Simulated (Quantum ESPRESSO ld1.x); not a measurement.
Numerical settings for neutral tungsten, [Xe] 4f14 5d4 6s2. Method: Dirac Kohn-Sham, PW91, spin-unpolarised, spherical densities, point nucleus; open shells fill j = l - 1/2 first; computed with ld1.x of Quantum ESPRESSO 7.5. With the defaults (dx = 0.008, xmin = -8.0, rmax = 100, beta = 0.2, tr2 = 1e-14) the mesh has 2115 points, the cycle takes 28 iterations, E = -16167.580168 hartree and the 5d3/2 eigenvalue is -0.17279 hartree. The mesh is r = exp(xmin + i dx)/Z up to rmax; beta is the mixing and tr2 the threshold. One setting is changed at a time.

| change | mesh points | iterations | change of E (mhartree) | change of e(5d3/2) (mhartree) |
|---|---|---|---|---|
| dx = 0.04 | 423 | 28 | -61.161 | +0.052 |
| dx = 0.08 | 213 | 28 | -268.228 | +0.251 |
| xmin = -9 | 2239 | 48 | +0.135 | 0.000 |
| xmin = -6 | 1865 | 24 | +4.204 | 0.000 |
| rmax = 8 | 1799 | 201 | not converged | - |
| rmax = 30 | 1965 | 31 | +0.003 | 0.000 |
| beta = 0.05 | 2115 | 64 | +0.002 | 0.000 |
| beta = 0.8 | 2115 | 15 | 0.000 | 0.000 |
| tr2 = 0.0001 | 2115 | 11 | +43.746 | +0.193 |
| tr2 = 1e-06 | 2115 | 14 | +7.679 | +0.014 |
